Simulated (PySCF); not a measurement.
**Löwdin shares of the frontier orbitals**

Ti(OMe)Cl3, CH3Cl3OTi (singlet state).
Cartesian coordinates in Å at the PBE0-D3(BJ)/def2-SVP level; atoms count from 1:
```xyz
9
CH3Cl3OTi angstrom
Ti    -0.3361    0.4861   -1.3306
O      0.0541   -0.1283    0.2156
C      0.3997   -0.5753    1.4854
H      0.0506   -1.6107    1.6219
H     -0.0719    0.0674    2.2458
H      1.4938   -0.5423    1.6078
Cl     1.5160    0.8312   -2.4220
Cl    -1.4083    2.3593   -1.0387
Cl    -1.5651   -0.9570   -2.4109
```

Computed with TDDFT CAM-B3LYP/def2-SVPD, vertical, gas phase, core orbitals frozen in the response (PySCF). Note that the optimisation stopped short of convergence; the values belong to its last geometry.

Kohn–Sham orbitals with the atoms that hold most of them (Löwdin shares over 4%, at most four atoms; ? is withheld):

```tsv
orbital	ε (eV)	atoms
HOMO-3	-11.46	Cl9 30%, Cl8 29%, Cl7 28%, Ti1 10%
HOMO-2	-10.55	Cl7 44%, Cl8 22%, O2 17%, Cl9 9%
HOMO-1	-10.55	Cl9 41%, Cl8 29%, O2 17%, Cl7 4%
HOMO	?	?
LUMO	-2.09	Ti1 76%, Cl8 9%, Cl7 8%, Cl9 4%
LUMO+1	-2.06	Ti1 75%, Cl9 10%, Cl7 6%, Cl8 5%
LUMO+2	-1.29	Ti1 68%, Cl8 11%, O2 10%, Cl7 5%
```

Which atoms hold the HOMO, and with what shares?

Cl9 (bonded to Ti) 35%; Cl7 (bonded to Ti) 34%; Cl8 (bonded to Ti) 31%.

What is the HOMO energy, and the HOMO–LUMO gap?

ε(HOMO) = -10.45 eV; the gap is 8.37 eV (0.3074 hartree).

Within 0.005 eV of a neighbour in this list lie HOMO-2/HOMO-1.

How does S1 compare with the orbital gap of 8.37 eV?

S1 is at 4.61 eV (f = 0.0000), 3.76 eV below the gap, made of HOMO-2/HOMO-1→LUMO (≥66%), HOMO-2/HOMO-1→LUMO+1 (≥24%). Its leading pair isn't HOMO and LUMO; the energies of that pair differ by 8.46 eV. 

For S1 the Löwdin share of titanium is at most 9% in HOMO-2 and 76% in LUMO (ligand-to-metal charge transfer by this measure).

Next come S2 at 4.65 eV (f 0.0003), HOMO-2/HOMO-1→LUMO+1 (≥40%), HOMO→LUMO (37%), HOMO-2/HOMO-1→LUMO (≥17%); S3 at 4.67 eV (f 0.0001), HOMO-2/HOMO-1→LUMO+1 (≥36%), HOMO-2/HOMO-1→LUMO (≥32%), HOMO→LUMO+1 (26%); S4 at 4.83 eV (f 0.0084), HOMO-2/HOMO-1→LUMO+1 (≥51%), HOMO-2/HOMO-1→LUMO (≥37%); S5 at 4.88 eV (f 0.031), HOMO→LUMO (52%), HOMO-2/HOMO-1→LUMO (≥18%), HOMO-2/HOMO-1→LUMO+1 (≥14%).

Orbitals of the list HOMO-3 to LUMO+2 that lie within 0.01 eV of each other are written together with a slash and their weights summed (≥ marks a lower bound); for degenerate orbitals outside that list single weights are arbitrary.

Löwdin shares depend on the basis, the more so with diffuse functions.

On one thread of an Arm Neoverse V2, shared host, this took 52 s (grids of density and orbitals included) and 0.85 GiB of memory at its peak.
